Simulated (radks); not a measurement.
Results of a calculation; reference values are marked as such.
Q: Tb III, configuration [Xe] 4f9. Level of theory: scalar-relativistic Kohn-Sham, exchange-only LDA, spin-polarised, spherical densities, point nucleus; open shells are filled with parallel spins first (spin-orbit coupling, left out, can overturn this in heavy ions) (a radial shooting solver on a logarithmic mesh with Libxc functionals). Some entries of the table are withheld. Estimate them.

orbital  occ.  eigenvalue (Ry)  r(max) (bohr)
1s down     1        -3809.025        0.01365
1s up       1        -3809.025        0.01365
2s up       1        -632.1835        0.07756
2s down     1        -632.1779        0.07756
2p up       3        -562.0694        0.06281
2p down     3        -562.0655        0.06281
3s up       1        -140.9000         0.2200
3s down     1        -140.7513         0.2199
3p up       3        -119.2792         0.2160
3p down     3        -119.1316         0.2159
3d up       5        -91.03574         0.1764
3d down     5        -90.92077         0.1763
4s up       1        -28.70261         0.5049
4s down     1        -28.37054         0.5047
4p up       3        -21.58191         0.5272
4p down     3        -21.25235         0.5270
4d up       5        -11.80875            (1)
4d down     5        -11.48420            (2)
5s up       1         -4.49376          1.177
5s down     1         -4.31435          1.186
5p up       3              (3)          1.342
5p down     3              (4)          1.359
4f up       7              (5)         0.5545
4f down     2              (6)         0.5569

A: 
(1) 4d up r(max) (bohr): 0.5469
(2) 4d down r(max) (bohr): 0.5468
(3) 5p up eigenvalue (Ry): -2.80701
(4) 5p down eigenvalue (Ry): -2.67255
(5) 4f up eigenvalue (Ry): -1.25238
(6) 4f down eigenvalue (Ry): -0.97142
